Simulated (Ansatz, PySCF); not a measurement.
BH2N, SMILES B=N.

Geometry: B3LYP-D3(BJ)/def2-TZVPD.

Two levels are set side by side: PBE/def2-TZVPD (Ansatz, a first-principles code) and EOM-CCSD/aug-cc-pVDZ (PySCF). PBE by ΔSCF, the other level by its IP root; same geometry, the bases differ. Differences are taken from unrounded values.

```json
[
 {"quantity": "vertical ionisation energy (eV)", "PBE": "11.53"}
]
```

Question: These are the PBE values. What does EOM-CCSD give? (Estimate from the structure and the level; the computed values follow.)

Answer: 
| quantity | EOM-CCSD | PBE minus EOM-CCSD |
|---|---|---|
| vertical ionisation energy (eV) | 11.29 | 0.24 |
